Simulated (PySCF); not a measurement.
Q: Give a GFN2-xTB geometry of `[H]/N=C\[SiH2]C#C[SiH3]`.

A: 
```
atom  x, y, z in Å
N1     1.8219   -0.2249   -1.9927
C2     2.4226   -0.4694   -0.9148
Si3    1.7257   -0.4855    0.8649
C4    -0.0629   -0.0551    0.6919
C5    -1.2240    0.2342    0.4995
Si6   -3.0004    0.6736    0.2218
H7     0.8296   -0.0059   -1.8884
H8     3.4809   -0.7035   -1.0379
H9     1.8781   -1.8339    1.4185
H10    2.4233    0.5313    1.6568
H11   -3.8199   -0.4320    0.7231
H12   -3.2793    1.9095    0.9569
H13   -3.2002    0.8622   -1.2172
```

Any rigid rotation of these coordinates is as good. Atoms count from 1 in this order. Of the pairs four or more bonds apart, C4···H7 is among the closest relative to their van der Waals radii: 2.73 Å, 94 % of the sum of Bondi's values. N1 (C=N nitrogen) is bent (angle 114.7°). Si3 (SiH2 silicon) is distorted tetrahedral (angles from 105.3° to 112.6°). The C–Si distances run from 1.848 Å (Si3–C4, drawn single) to 1.911 Å (C2–Si3, drawn single), a spread of 0.063 Å.

Bonds between heavy atoms (Å): N1=C2 1.258, C2–Si3 1.911, Si3–C4 1.848, C4≡C5 1.212, C5–Si6 1.851.

Computed geometry: GFN2-xTB, gas phase.

Point group: Cs (tolerance 0.08 Å). No frequency check. The numbers are those of one conformer (N1–C2–Si3–C4 0°).
